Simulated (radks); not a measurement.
Valence configurations of Re IV (all share [Xe]). Calculated with a radial shooting solver on a logarithmic mesh with Libxc functionals: Dirac Kohn-Sham, BLYP, spin-unpolarised, spherical densities, finite nucleus; open shells fill j = l - 1/2 first; Fermi nuclear charge, rms radius 5.3698 fm. Energies are relative to 4f14 5d4; eigenvalues in eV.

| valence | E (eV) | e(4f5/2) | e(4f7/2) | e(5d3/2) | e(5d5/2) | e(6p1/2) |
|---|---|---|---|---|---|---|
| 4f14 5d4 | 0.000 | -72.779 | -70.265 | -33.319 | - | - |
| 4f14 5d2 6s2 | 10.183 | -80.570 | -78.049 | -38.557 | - | - |
| 4f13 5d4 6p1 | 53.893 | -87.879 | -85.265 | -38.755 | - | -24.837 |
| 4f14 5d3.5 6s0.5 | 2.086 | -74.657 | -72.141 | -34.594 | - | - |
| 4f13.5 5d2 6s2 6p0.5 | 38.399 | -88.312 | -85.742 | -41.414 | - | -25.967 |
| 4f13.5 5d4 6p0.5 | 25.332 | -80.218 | -77.653 | -36.004 | - | -23.801 |
| 4f14 5d3 6p1 | 11.500 | -77.682 | -75.165 | -36.809 | - | -24.365 |
| 4f13 5d5 | 42.183 | -83.083 | -80.472 | -35.270 | -34.059 | - |
| 4f13.5 5d4.5 | 20.044 | -77.876 | -75.313 | -34.300 | -33.150 | - |
| 4f14 5d3 6s1 | 4.473 | -76.584 | -74.067 | -35.894 | - | - |

NIST lists [Xe] 4f14 5d4 as the ground configuration; this level of theory agrees among the configurations tried. The energies are those of spherical spin-averaged densities, not of single terms.
